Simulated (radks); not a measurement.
Results of a calculation; reference values are marked as such.
Hg III, configuration [Kr] 4d10 4f14 5s1 5p6 5d10 5f1 (not the ground configuration). Level of theory: Dirac Kohn-Sham, LDA (Slater exchange, Perdew-Wang correlation), spin-unpolarised, spherical densities, finite nucleus; open shells are shared between the two j in proportion to 2j + 1; Fermi nuclear charge, rms radius 5.4648 fm (a radial shooting solver on a logarithmic mesh with Libxc functionals).

Spin-orbit splittings of the eigenvalues, e(l+1/2) - e(l-1/2), with zeta = 2 splitting/(2l+1) and mean radii in bohr:

| shell | occ. | splitting (eV) | zeta (eV) | <r> j=l-1/2 | <r> j=l+1/2 |
|---|---|---|---|---|---|
| 2p | 6 | 1946 | 1297 | 0.05694 | 0.06561 |
| 3p | 6 | 430.8 | 287.2 | 0.1705 | 0.1864 |
| 3d | 10 | 92.40 | 36.96 | 0.1622 | 0.1670 |
| 4p | 6 | 104.3 | 69.54 | 0.4012 | 0.4356 |
| 4d | 10 | 19.46 | 7.785 | 0.4424 | 0.4536 |
| 4f | 14 | 4.213 | 1.204 | 0.4778 | 0.4844 |
| 5p | 6 | 19.02 | 12.68 | 0.9606 | 1.053 |
| 5d | 10 | ? | ? | 1.343 | 1.388 |
| 5f | 1 | 0.008773 | 0.002507 | 5.137 | 5.152 |

Estimate the 5d splitting.

Answer. 2.177 eV (zeta = 0.8709 eV).
